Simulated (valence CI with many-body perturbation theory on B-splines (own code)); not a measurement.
E1 transitions of Ge+

Calculated by configuration interaction combined with many-body perturbation theory (CI+MBPT): three valence electrons over a frozen Dirac-Fock core [Ar] 3d10, a basis of 11 s, 11 p, 9 d, 7 f, 5 g, 2 h, 1 i functions for each j, with the one-electron correlation potential Σ1, the two-electron term Σ2, the three-electron term Σ3, Breit, model QED; selected CI, second order for the rest (own B-spline code, finite nucleus).

Against 19 measured levels this calculation errs by 274 cm⁻¹ on average and by 523 at most. These come from a selection out of the NIST Handbook of Basic Atomic Spectroscopic Data. Levels without a partner in it may be off by more.

Lines 51 to 100 of 107 in falling wavelength, among levels below 13.666 eV, chosen from the strongest by gf and those to the six lowest levels. Wavelengths and rates use the calculated energies, so an error of 300 cm⁻¹ moves a line at 283.6 nm by 0.85 % and its rate by three times that or more. Electric multipoles are in the length gauge, E1 and E2 with the static RPA response of the core. Weak lines are less certain than strong ones. Lines between different terms over intervals too small for the method are left out, as are lines whose strength nearly cancels. The highest levels of a list are the least certain.

Names give the largest LS component (configuration and term), which can be under half, so a name can repeat, a term be missing and a line seem to break the LS rules; names also repeat where a configuration has a term twice.

```tsv
λ vac (nm)	λ from measured levels	Upper	Lower	A (s⁻¹)	S (a.u.)
340.0		4s2.5f 2F°_7/2	4s2.4d 2D_5/2	1.94e+07	3.01e+00
340.0		4s2.5f 2F°_5/2	4s2.4d 2D_5/2	1.30e+06	1.51e-01
337.9		4s2.5f 2F°_5/2	4s2.4d 2D_3/2	1.90e+07	2.18e+00
324.2		4s2.6d 2D_3/2	4s2.5p 2P°_3/2	8.71e+06	5.86e-01
324.0		4s2.6d 2D_5/2	4s2.5p 2P°_3/2	5.22e+07	5.26e+00
320.5		4s2.6d 2D_3/2	4s2.5p 2P°_1/2	4.45e+07	2.89e+00
283.6	284.6	4s2.4f 2F°_7/2	4s.4p2 2D_5/2	1.53e+08	1.38e+01
283.6	284.6	4s2.4f 2F°_5/2	4s.4p2 2D_5/2	1.02e+07	6.90e-01
282.2	283.3	4s2.4f 2F°_5/2	4s.4p2 2D_3/2	1.41e+08	9.41e+00
277.1		4s2.6p 2P°_3/2	4s.4p2 2D_5/2	8.47e+06	3.56e-01
276.9		4s2.6p 2P°_1/2	4s.4p2 2D_3/2	9.18e+06	1.92e-01
275.8		4s2.6p 2P°_3/2	4s.4p2 2D_3/2	9.60e+05	3.97e-02
260.3		4s2.6p 2P°_1/2	4s2.5s 2S_1/2	1.91e+05	3.32e-03
259.3		4s2.6p 2P°_3/2	4s2.5s 2S_1/2	5.14e+05	1.77e-02
220.1		4s2.5f 2F°_7/2	4s.4p2 2D_5/2	6.68e+07	2.81e+00
220.1		4s2.5f 2F°_5/2	4s.4p2 2D_5/2	4.46e+06	1.41e-01
219.3		4s2.5f 2F°_5/2	4s.4p2 2D_3/2	6.17e+07	1.93e+00
212.7	213.0	4s2.4f 2F°_7/2	4s.4p2 4P_5/2	3.58e+05	1.36e-02
212.7	213.0	4s2.4f 2F°_5/2	4s.4p2 4P_5/2	2.39e+04	6.81e-04
209.0		4s2.6p 2P°_3/2	4s.4p2 4P_5/2	8.31e+04	1.50e-03
208.0	208.2	4s2.4f 2F°_5/2	4s.4p2 4P_3/2	4.50e+04	1.20e-03
205.0		4s2.6p 2P°_1/2	4s.4p2 4P_3/2	1.91e+04	1.63e-04
204.4		4s2.6p 2P°_3/2	4s.4p2 4P_3/2	3.33e+00	5.61e-08
202.1		4s2.6p 2P°_1/2	4s.4p2 4P_1/2	1.56e+01	1.27e-07
202.1	200.8	4s.4p2 4P_1/2	4s2.4p 2P°_3/2	2.65e+05	2.16e-03
201.5		4s2.6p 2P°_3/2	4s.4p2 4P_1/2	8.92e+02	1.44e-05
199.2	197.9	4s.4p2 4P_3/2	4s2.4p 2P°_3/2	7.06e+04	1.10e-03
195.1	193.9	4s.4p2 4P_1/2	4s2.4p 2P°_1/2	3.77e+05	2.76e-03
195.1	193.8	4s.4p2 4P_5/2	4s2.4p 2P°_3/2	1.23e+05	2.71e-03
192.5	191.2	4s.4p2 4P_3/2	4s2.4p 2P°_1/2	1.22e+03	1.72e-05
174.9		4s2.5f 2F°_7/2	4s.4p2 4P_5/2	2.10e+05	4.43e-03
174.9		4s2.5f 2F°_5/2	4s.4p2 4P_5/2	1.40e+04	2.23e-04
171.7		4s2.5f 2F°_5/2	4s.4p2 4P_3/2	2.68e+04	4.01e-04
165.2	164.9	4s2.5s 2S_1/2	4s2.4p 2P°_3/2	6.55e+08	2.91e+00
160.5	160.2	4s2.5s 2S_1/2	4s2.4p 2P°_1/2	3.41e+08	1.39e+00
159.1	158.1	4s.4p2 2D_3/2	4s2.4p 2P°_3/2	3.96e+06	3.15e-02
158.7	157.7	4s.4p2 2D_5/2	4s2.4p 2P°_3/2	1.03e+07	1.22e-01
154.8	153.8	4s.4p2 2D_3/2	4s2.4p 2P°_1/2	4.07e+06	2.98e-02
126.8	126.5	4s2.4d 2D_3/2	4s2.4p 2P°_3/2	3.47e+08	1.40e+00
126.5	126.2	4s2.4d 2D_5/2	4s2.4p 2P°_3/2	2.61e+09	1.57e+01
124.1	123.7	4s2.4d 2D_3/2	4s2.4p 2P°_1/2	2.37e+09	8.92e+00
119.6	118.9	4s.4p2 2S_1/2	4s2.4p 2P°_3/2	5.65e+08	9.55e-01
117.1	116.4	4s.4p2 2S_1/2	4s2.4p 2P°_1/2	9.75e+08	1.55e+00
112.3	112.0	4s.4p2 2P_1/2	4s2.4p 2P°_3/2	1.95e+09	2.72e+00
110.9	110.7	4s.4p2 2P_3/2	4s2.4p 2P°_3/2	4.07e+09	1.10e+01
110.1	109.9	4s.4p2 2P_1/2	4s2.4p 2P°_1/2	2.70e+09	3.56e+00
108.8	108.6	4s.4p2 2P_3/2	4s2.4p 2P°_1/2	7.32e+08	1.86e+00
107.9	107.5	4s2.6s 2S_1/2	4s2.4p 2P°_3/2	2.64e+08	3.27e-01
105.9	105.5	4s2.6s 2S_1/2	4s2.4p 2P°_1/2	8.98e+07	1.05e-01
102.0	101.7	4s2.5d 2D_3/2	4s2.4p 2P°_3/2	1.63e+08	3.42e-01
```
